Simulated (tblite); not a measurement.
C7H12N (doublet state).
Atom-mapped SMILES: `[CH:1]1[CH2:2][CH2:3][C@@H:4]1[N:5]1[CH2:6][CH2:7][CH2:8]1` (hydrogens: H9 on C1; H10, H11 on C2; H12, H13 on C3; H14 on C4; H15, H16 on C6; H17, H18 on C7; H19, H20 on C8)

A start from a force field or distance geometry was refined with tblite 0.8.0, GFN2-xTB geometry optimisation, gas phase. Values at the start:

```json
{"coordinate": "C1–C2", "start": "1.510 Å"}
{"coordinate": "C1–C4", "start": "1.524 Å"}
{"coordinate": "C1–H9", "start": "1.124 Å"}
{"coordinate": "C2–C3", "start": "1.498 Å"}
{"coordinate": "C2–H10", "start": "1.106 Å"}
{"coordinate": "C2–H11", "start": "1.103 Å"}
{"coordinate": "C3–C4", "start": "1.511 Å"}
{"coordinate": "C3–H12", "start": "1.107 Å"}
{"coordinate": "C3–H13", "start": "1.115 Å"}
{"coordinate": "C4–N5", "start": "1.424 Å"}
{"coordinate": "C4–H14", "start": "1.117 Å"}
{"coordinate": "N5–C6", "start": "1.445 Å"}
{"coordinate": "C6–C7", "start": "1.509 Å"}
{"coordinate": "C6–H15", "start": "1.094 Å"}
{"coordinate": "C6–H16", "start": "1.115 Å"}
{"coordinate": "C7–H17", "start": "1.103 Å"}
{"coordinate": "C1–C4–C3", "start": "86.3°"}
{"coordinate": "C2–C1–C4", "start": "86.0°"}
{"coordinate": "C2–C3–C4", "start": "86.9°"}
{"coordinate": "C3–C4–N5", "start": "118.3°"}
{"coordinate": "C4–N5–C6", "start": "111.4°"}
{"coordinate": "N5–C6–C7", "start": "87.3°"}
{"coordinate": "C6–N5–C8", "start": "87.3°"}
{"coordinate": "C6–C7–C8", "start": "82.5°"}
{"coordinate": "C1–C2–C3–C4", "start": "-27°"}
{"coordinate": "C2–C1–C4–C3", "start": "-27°"}
{"coordinate": "C2–C3–C4–N5", "start": "145°"}
{"coordinate": "C4–C1–C2–C3", "start": "27°"}
```

Problem. How do these coordinates change at the GFN2-xTB level?

Solution. 
| coordinate | GFN2-xTB (Å or °) | change |
| --- | --- | --- |
| C1–H9 | 1.072 | -0.052 |
| C2–C3 | 1.540 | +0.042 |
| C1–C4 | 1.485 | -0.039 |
| C3–C4 | 1.548 | +0.037 |
| C3–H13 | 1.086 | -0.029 |
| C1–C2 | 1.484 | -0.026 |
| C6–H16 | 1.091 | -0.024 |
| C6–C7 | 1.533 | +0.024 |
| C3–H12 | 1.087 | -0.020 |
| C4–N5 | 1.444 | +0.020 |
| N5–C6 | 1.464 | +0.019 |
| C7–H17 | 1.086 | -0.017 |
| C2–H10 | 1.095 | -0.011 |
| C2–H11 | 1.095 | -0.008 |
| C4–H14 | 1.112 | -0.005 |
| C6–H15 | 1.097 | +0.003 |
| C2–C1–C4 | 94.1 | +8.1 |
| C4–N5–C6 | 118.6 | +7.2 |
| C6–N5–C8 | 91.5 | +4.2 |
| C6–C7–C8 | 86.4 | +3.9 |
| C3–C4–N5 | 115.1 | -3.2 |
| C2–C3–C4 | 89.4 | +2.5 |
| N5–C6–C7 | 89.3 | +2.0 |
| C1–C4–C3 | 88.0 | +1.7 |
| C1–C2–C3–C4 | -3 | +24 |
| C4–C1–C2–C3 | 3 | -24 |
| C2–C1–C4–C3 | -3 | +24 |
| C2–C3–C4–N5 | 121 | -24 |

The energy falls by 1.048 eV over 102 L-BFGS steps, the largest force on an atom goes from 2.20 to 0.010 eV/Å, and the atoms move by 0.520 Å rms after alignment. The bond that changes most is C1–H9 (ends: carbon bonded to 2 C and H; hydrogen on carbon), which shortens by 0.052 Å. Bonds longer at the end by more than 0.005 Å: 7 of 21; shorter: 12. Among the dihedrals that turn most is H9–C1–C2–H10, from 172° to 87°. Rotational constants go from 6078, 1326, 1176 to 5625, 1309, 1137 MHz.

On one thread of an Arm Neoverse V1, shared host with 32 logical CPUs at a one-minute load of 19, this took 0.69 s wall.

Its GFN2-xTB frequencies are all real (lowest 48 cm⁻¹).

One conformer stands for the species.

All values are computed, not measured.
